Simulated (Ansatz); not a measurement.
`CC#CC#CC1CC1` + `[SiH3]S` → `CC#CS[SiH3]` + `C#CC1CC1`  (substitution at a C–C bond)

Gas-phase electronic energies from Ansatz, PBE0-D4/def2-TZVP geometries. CCSD(T)/CBS is the MP2 limit (def2-TZVPP, def2-QZVPP) plus CCSD(T) − MP2 in def2-TZVPP, frozen cores. Functionals use def2-TZVPP.

**Question.** Is it downhill or uphill in electronic energy at CCSD(T)/CBS, and by how much? (Best estimate.)

**Answer.** Ansatz gave: Uphill: ΔE = +11.3 kcal/mol.

**Question.** What do these levels give: PBE-D4, PBE, r2SCAN, HF/def2-TZVPP, HF/def2-QZVPP, SCS-MP2/def2-QZVPP? (Estimate.)

**Answer.** The calculation gave: PBE-D4 14.8, PBE 15.5, r2SCAN 15.3, HF/def2-TZVPP 11.4, HF/def2-QZVPP 11.4, SCS-MP2/def2-QZVPP 11.6 kcal/mol.

Largest T1 diagnostic among the species: 0.012.

From PBE to PBE0 (25 % exact exchange), in def2-TZVPP and without D4, ΔE moves by −1.2 kcal/mol. The D4 term adds −1.2 kcal/mol with B3LYP and −0.6 kcal/mol with PBE0; it sums over pairs of atoms, weighted by their polarisabilities, and B3LYP, whose exchange is more repulsive, gets the larger term.

B3LYP here is the variant with VWN-RPA as its local correlation; programs differ in this.
